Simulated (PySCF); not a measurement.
**How methods differ on the ionisation energy of Cu⁺**

Cu⁺ [Ar] 3d10 (1S) → Cu²⁺ [Ar] 3d9 (2D), as a difference of total energies. All numbers are calculated (PySCF 2.14, the spin-free X2C one-electron Hamiltonian (Gaussian nucleus), in aug-cc-pwCVTZ-DK). Correlated levels: valence: [Ar] frozen; valence and next inner shell: [Ne] frozen; nothing frozen. The calculations carry no spin-orbit coupling.

| method | ionisation energy (eV) | plus first-order spin-orbit estimate | error of that sum (eV) |
| --- | --- | --- | --- |
| UHF | 17.130 | 17.015 | -3.277 |
| LDA | 21.558 | 21.442 | +1.150 |
| PBE | 20.939 | 20.824 | +0.532 |
| PBE0 | 20.228 | 20.112 | -0.180 |
| r2SCAN | 20.342 | 20.227 | -0.065 |
| PW91 | 21.033 | 20.917 | +0.625 |
| BHandHLYP | 19.588 | 19.472 | -0.820 |
| BP86 | 21.027 | 20.912 | +0.620 |
| MP2 (valence) | 20.877 | 20.761 | +0.469 |
| SCS-MP2 (valence) | 20.433 | 20.317 | +0.025 |
| MP2 (valence and next inner shell) | 21.549 | 21.434 | +1.142 |
| SCS-MP2 (valence and next inner shell) | 20.961 | 20.845 | +0.553 |
| MP2 (all electrons) | 21.563 | 21.448 | +1.156 |
| SCS-MP2 (all electrons) | 20.968 | 20.852 | +0.560 |

Reference: 20.292 eV (measured; NIST Atomic Spectra Database, ionization energies).

A first-order spin-orbit estimate (lowest level to lowest level, LS coupling) adds -0.115 eV.

Errors of the correlated levels include the incompleteness of this basis and the frozen core.
